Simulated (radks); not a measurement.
The numbers below are computed, except where a source is named.
Au+, configuration [Xe] 4f14 5d9 6s1 (not the ground configuration). Level of theory: scalar-relativistic Kohn-Sham, PBE, spin-polarised, spherical densities, finite nucleus; open shells are filled with parallel spins first (spin-orbit coupling, left out, can overturn this in heavy ions); Fermi nuclear charge, rms radius 5.4371 fm (a radial shooting solver on a logarithmic mesh with Libxc functionals). Some entries of the table are withheld. Estimate them.

| orbital | occ. | eigenvalue (eV) | <r> (bohr) |
|---|---|---|---|
| 1s up | 1 | -80753.19 | 0.01687 |
| 1s down | 1 | -80753.17 | 0.01687 |
| 2s up | 1 | -14258.80 | 0.07114 |
| 2s down | 1 | -14258.72 | 0.07114 |
| 2p up | 3 | -12332.55 | 0.06424 |
| 2p down | 3 | -12332.49 | 0.06424 |
| 3s up | 1 | -3374.515 | 0.1839 |
| 3s down | 1 | -3374.477 | 0.1839 |
| 3p up | 3 | -2815.481 | 0.1851 |
| 3p down | 3 | -2815.440 | 0.1851 |
| 3d up | 5 | -2217.204 | 0.1677 |
| 3d down | 5 | -2217.143 | 0.1677 |
| 4s up | 1 | -741.6546 | 0.4071 |
| 4s down | 1 | -741.5687 | 0.4071 |
| 4p up | 3 | -558.2641 | 0.4335 |
| 4p down | 3 | -558.1806 | 0.4335 |
| 4d up | 5 | -337.7585 | 0.4584 |
| 4d down | 5 | -337.6609 | 0.4583 |
| 5s up | 1 | -120.2499 | 0.9267 |
| 5s down | 1 | -119.7350 | 0.9255 |
| 4f up | 7 | -92.9896 | 0.4987 |
| 4f down | 7 | -92.8563 | 0.4983 |
| 5p up | 3 | -71.6747 | 1.070 |
| 5p down | 3 | -71.0158 | 1.068 |
| 5d up | 5 | -18.1040 | 1.534 |
| 5d down | 4 | -17.1211 | 1.525 |
| 6s up | 1 | (1) | 2.555 |
| 6s down | 0 | (2) | 2.584 |

Answer. 
(1) 6s up eigenvalue (eV): -14.8534
(2) 6s down eigenvalue (eV): -13.6832
